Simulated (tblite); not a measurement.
Compound: C6HN2O (doublet state).
Bonds: C1–C2 (triple), C2–C3, C3–C4 (triple), C4–C5, C5–N6 (aromatic), N6–C7 (aromatic), C7–N8 (aromatic), N8–O9 (aromatic), C5–O9 (aromatic). Hydrogens: H10 on C7.
Bond orders are those of one Lewis drawing.

Computed with GFN2-xTB (tblite), gas phase: L-BFGS steps from a force-field or distance-geometry start until the largest atomic force falls under 0.01 eV/Å.

Step 11: E = -625.0886 eV
```
atom  x, y, z in Å  |  force x, y, z in eV/Å
C1      4.6859   -0.2117   -0.1087   -0.075   0.024   0.023
C2      3.4826   -0.1565   -0.0208    0.058  -0.042  -0.035
C3      2.1335   -0.0768    0.0981   -0.041   0.003   0.007
C4      0.9259   -0.0223    0.1952    0.017  -0.004  -0.003
C5     -0.4618    0.0705    0.3158    0.064  -0.012  -0.007
N6     -1.3546   -0.8420    0.0149    0.004   0.019   0.009
C7     -2.5190   -0.2354    0.3250   -0.035   0.030   0.012
N8     -2.3661    0.9703    0.7869   -0.022   0.059   0.022
O9     -1.0338    1.1912    0.7894    0.004  -0.006   0.000
H10    -3.4838   -0.6826    0.2105    0.027  -0.071  -0.029
```

Step 12: E = -625.0890 eV
```
atom  x, y, z in Å  |  force x, y, z in eV/Å
C1      4.6845   -0.2110   -0.1080   -0.012   0.022   0.019
C2      3.4816   -0.1576   -0.0217    0.001  -0.041  -0.032
C3      2.1328   -0.0768    0.0983   -0.028   0.001   0.006
C4      0.9253   -0.0224    0.1952    0.041  -0.006  -0.004
C5     -0.4614    0.0697    0.3156    0.011   0.016   0.007
N6     -1.3548   -0.8419    0.0150   -0.003   0.029   0.013
C7     -2.5185   -0.2339    0.3255   -0.023   0.017   0.007
N8     -2.3665    0.9718    0.7874    0.013   0.024   0.006
O9     -1.0338    1.1909    0.7893    0.021   0.013   0.007
H10    -3.4804   -0.6842    0.2096   -0.021  -0.076  -0.028
```

Step 13: E = -625.0894 eV
```
atom  x, y, z in Å  |  force x, y, z in eV/Å
C1      4.6834   -0.2100   -0.1072    0.045   0.021   0.017
C2      3.4808   -0.1594   -0.0230   -0.034  -0.041  -0.032
C3      2.1325   -0.0767    0.0985   -0.008   0.000   0.004
C4      0.9254   -0.0226    0.1951    0.010  -0.004   0.000
C5     -0.4610    0.0694    0.3156   -0.015   0.038   0.017
N6     -1.3552   -0.8411    0.0154   -0.004   0.022   0.010
C7     -2.5186   -0.2323    0.3260   -0.030  -0.011  -0.003
N8     -2.3667    0.9734    0.7880    0.036   0.003  -0.003
O9     -1.0335    1.1909    0.7894    0.027   0.029   0.011
H10    -3.4782   -0.6870    0.2084   -0.028  -0.057  -0.021
```

**Question.** Estimate the geometry and energy of step 14. (The exact step hangs on the optimiser's Hessian estimate; all steps are aligned on step 13, rigid shifts and turns removed.)

**Answer.** E = -625.0899 eV, largest force 0.087 eV/Å
```
atom  x, y, z in Å  |  force x, y, z in eV/Å
C1      4.6827   -0.2082   -0.1056    0.082   0.023   0.017
C2      3.4798   -0.1628   -0.0256   -0.061  -0.044  -0.035
C3      2.1322   -0.0767    0.0988    0.023  -0.003   0.000
C4      0.9254   -0.0229    0.1951   -0.018  -0.001   0.006
C5     -0.4607    0.0697    0.3158   -0.038   0.050   0.022
N6     -1.3560   -0.8395    0.0161   -0.003   0.012   0.006
C7     -2.5194   -0.2303    0.3267   -0.007  -0.024  -0.009
N8     -2.3665    0.9757    0.7888    0.037  -0.030  -0.014
O9     -1.0327    1.1916    0.7898    0.016   0.037   0.013
H10    -3.4757   -0.6920    0.2063   -0.030  -0.020  -0.007
```

The energy changes by -0.0005 eV. The first-order estimate −F·Δx gives -0.0007 eV and the mean of the old and new forces, exact on a quadratic surface, -0.0005 eV. The step makes an angle of 56° with the force vector and moves no atom by more than 0.006 Å.

What follows is the cost of the whole relaxation. The run took 0.36 s on one thread, Arm Neoverse V1 (aarch64), shared host with 32 logical CPUs at a one-minute load of 8.9.
